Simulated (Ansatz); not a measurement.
Reaction (isomerisation): `O[SiH2][SiH2][GeH3]` → `O[SiH]([SiH3])[GeH3]`

Program: Ansatz. Geometries: PBE0-D4/def2-TZVP. ΔE: electronic, gas phase. CCSD(T)/CBS adds triple-zeta CCSD(T) − MP2 to the extrapolated MP2 energy (def2 sets, frozen cores). DFT in def2-TZVPP. B3LYP here is the variant with VWN-RPA as its local correlation; programs differ in this. For Ge outer-core shells are correlated without core-valence functions, which leaves a few kJ/mol of doubt a bond. Scalar relativity is left out up to krypton. Each species was taken in one conformer, which may not be the lowest.

```tsv
level	ΔE (kcal/mol)
B3LYP-D4	1.5
ωB97X-V	1.8
r2SCAN	1.6
B3LYP	1.6
SCS-MP2/def2-TZVPP	2.2
CCSD/def2-TZVPP	2.1
CCSD(T)/def2-TZVPP	2.0
HF/def2-QZVPP	2.4
```

What does CCSD(T)/CBS give? (Best estimate.)

Computed: +1.9 kcal/mol. The listed levels differ from it by -0.4, -0.1, -0.3, -0.3, 0.3, 0.2, 0.1, 0.5 kcal/mol.

Largest T1 diagnostic among the species: 0.013.
